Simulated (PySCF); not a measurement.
AlClH4N2. Atoms are numbered in the order given.

```xyz
8

Al     0.0000     0.0000     0.4132
Cl     0.0000     0.0000    -1.6950
N      0.0000    -1.5556     1.2442
H      0.0000    -2.4484     0.7655
H      0.0000    -1.6968     2.2470
N      0.0000     1.5556     1.2442
H      0.0000     1.6968     2.2470
H      0.0000     2.4484     0.7655
```
Charge 0, spin multiplicity 1.

Coordinates come from a PBE0-D3(BJ)/def2-SVP optimisation. Other conformers were not sampled.

The numbers are results of PBE0/pcSseg-1 run with PySCF, not measurements.

GIAO shieldings, no solvent; atoms listed in one row are averaged. δ = σ(ref) − σ: ³⁵Cl against HCl (σ = 945.9 ppm); ¹⁵N against NH3 (σ = 267.4 ppm); ¹H against TMS (σ = 31.56 ppm), references at their B3LYP-D3(BJ)/def2-TZVP geometries, non-relativistic (without spin–orbit terms, shifts of atoms bonded to Cl or Br come out too high).

Computed chemical shifts:
```tsv
nucleus	atoms	count	δ (ppm)
³⁵Cl	Cl2	1	-76.0
¹⁵N	N3, N6	2	10.6
¹H	H8, H4	2	0.56
¹H	H7, H5	2	0.44
```
